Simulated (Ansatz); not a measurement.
Dissociation curve of GeNa (anion, charge -1), lowest triplet found (which spin is the ground state isn't settled by this scan).

Levels: UKS-BLYP = unrestricted BLYP/aug-cc-pVDZ (Ansatz, a quantum-chemistry and plane-wave program); UKS-B3LYP = unrestricted B3LYP/aug-cc-pVDZ in Ansatz; UKS-PBE = Ansatz with unrestricted PBE/aug-cc-pVDZ; FCI = full CI/aug-cc-pVDZ, cores with 3d frozen (Ansatz).

All curves are set to zero at 3.09 Å and compared with full CI in the same basis at 3.09, 3.26, 3.41, 3.62, 3.84, 4.19, 4.60, 5.09, 5.68, 6.35, 7.16 Å.

Q: Order the methods by the spread of their error (largest minus smallest) over these points.

A: UKS-PBE has the smallest spread and UKS-BLYP the largest. In order (kJ/mol): UKS-PBE 16.32, UKS-B3LYP 17.31, UKS-BLYP 25.76.

Errors against full CI at some of the points (kJ/mol):

| method | 3.84 Å | 4.60 Å | 6.35 Å | 7.16 Å | 9.70 Å |
|---|---|---|---|---|---|
| UKS-PBE | 2.7 | -0.3 | -9.5 | -13.5 | — |
| UKS-B3LYP | 2.0 | -1.8 | -11.5 | -14.9 | — |
| UKS-BLYP | 2.4 | -2.6 | -17.6 | -23.0 | — |

Dashes: no converged value, or the column stops at the first point that the program doubted or that broke a chosen test of continuity, which isn't proof of a fault.

The unrestricted determinant behind UKS-BLYP is spin-contaminated at 2.08 to 9.70 Å (<S²> up to 2.6, against 2.00 for a pure triplet). Where the anion isn't bound against loss of the electron, the finite basis alone holds it. The unrestricted determinant behind UKS-B3LYP, UKS-PBE is spin-contaminated at 2.08 to 9.70 Å (<S²> up to 2.7, against 2.00 for a pure triplet). Also computed but left out beside FCI, since their determinant holds another spin at the minimum (<S²> over 0.7 above the pure value): UHF, UMP2, UCCSD, UCCSD(T), UCCSDT, UCCSDT(Q), UHF/LANL2DZ.
